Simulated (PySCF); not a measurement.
How methods differ on the excitation energy of La²⁺

La²⁺ [Xe] 5d1 (2D) → La²⁺ [Xe] 6p1 (2P), as a difference of total energies. Calculation: PySCF 2.14, in x2c-QZVPPall (16s10p9d6f2g, 151 functions); scalar relativity by spin-free X2C-1e. Correlated levels: valence: [Kr] 4d10 frozen; valence and next inner shell: [Ar] 3d10 frozen. The calculations carry no spin-orbit coupling.

| method | excitation energy (eV) |
| --- | --- |
| UHF | 5.040 |
| LDA | 5.135 |
| PBE | 5.148 |
| PBE0 | 5.258 |
| r2SCAN | 5.308 |
| MP2 (valence) | 5.197 |
| SCS-MP2 (valence) | 5.212 |
| MP2 (valence and next inner shell) | 5.090 |
| SCS-MP2 (valence and next inner shell) | 5.129 |

**Question.** How much does correlation contribute at MP2 (valence and next inner shell)?

**Answer.** 5.090 − (5.040) = 0.050 eV, measured against UHF.

A first-order spin-orbit estimate (lowest level to lowest level, LS coupling) adds -0.048 eV.

The basis was made for the ground configuration and has no added diffuse functions, so the excitation energy can come out too high.
